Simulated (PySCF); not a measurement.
Start geometry of InCl2(OEt) (`CC[O][In]([Cl])[Cl]`) from GFN2-xTB (Å):
```
atom  x, y, z in Å
In1    1.256    1.460   -0.769
Cl2    3.302    1.897   -1.558
Cl3   -0.734    2.735   -1.443
O4     1.084    0.235    0.724
C5    -0.277   -0.343    0.986
C6    -0.776   -1.237   -0.091
H7    -0.100   -0.897    1.948
H8    -0.973    0.475    1.195
H9    -1.707   -1.705    0.264
H10   -0.930   -0.676   -0.969
H11   -0.047   -2.029   -0.257
```

Q: What comes out of this run: PBE0-D3(BJ)/def2-SVP geometry optimisation, gas phase, def2 core potentials past Kr in PySCF 2.14.0?

A: 
```
atom  x, y, z in Å
In1    1.296    1.469   -0.643
Cl2    3.430    2.103   -1.281
Cl3   -0.518    2.502   -1.680
O4     1.026    0.126    0.788
C5    -0.256   -0.397    1.044
C6    -0.829   -1.157   -0.135
H7    -0.145   -1.074    1.909
H8    -0.965    0.396    1.355
H9    -1.796   -1.621    0.118
H10   -1.007   -0.480   -0.989
H11   -0.138   -1.952   -0.454
```

The energy falls by 9.5 kcal/mol over 14 energy and gradient evaluations, the largest force component goes from 0.0492 to 4.3e-04 Eh/bohr, and the atoms move by 0.188 Å rms after alignment. The bond that changes most is In1–Cl3 (ends: indium bonded to 2 Cl and O; chlorine bonded to In), which shortens by 0.127 Å. Bonds longer at the end by more than 0.005 Å: 6 of 10; shorter: 3. Among the angles that change most is O4–C5–H7, from 101.3° to 106.2°. Among the dihedrals that turn most is Cl3–In1–O4–C5, from 27° to 11°. Rotational constants go from 1719, 1050, 705.9 to 1885, 1017, 706.8 MHz. The orientation of the end geometry is arbitrary; only internal coordinates are fixed.

The run used 129 basis functions and 85 SCF cycles in all.

Stationary, but not proved a minimum. One conformer, not necessarily the lowest.
